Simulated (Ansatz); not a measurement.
Computed with Ansatz on PBE0-D4/def2-TZVP structures; ΔE is electronic, products minus reactants. CCSD(T)/CBS adds triple-zeta CCSD(T) − MP2 to the extrapolated MP2 energy (def2 sets, frozen cores). For Se outer-core shells are correlated without core-valence functions, which leaves a few kJ/mol of doubt a bond. Scalar relativity is left out up to krypton. One conformer a species, not always the lowest.

Reaction (redistribution): `[F][AlH][SeH]` + `O[SiH](F)[SiH2]S` → `[F][Al]([F])[SeH]` + `O[SiH2][SiH2]S`

```json
{"level": "CCSD(T)/def2-TZVPP", "ΔE (kcal/mol)": "-6.7"}
{"level": "CCSD/CBS(def2)", "ΔE (kcal/mol)": "-6.7"}
```

**Question.** What does CCSD(T)/CBS give? (Best estimate.)

**Answer.** Computed: -6.7 kcal/mol. The listed levels differ from it by 0.0, 0.0 kcal/mol.

Largest T1 diagnostic among the species: 0.013.

In def2-TZVPP, CCSD(T) changes the Hartree–Fock value by −1.5 kcal/mol (the triples alone add −0.0 kcal/mol) and MP2 by −2.0 kcal/mol.
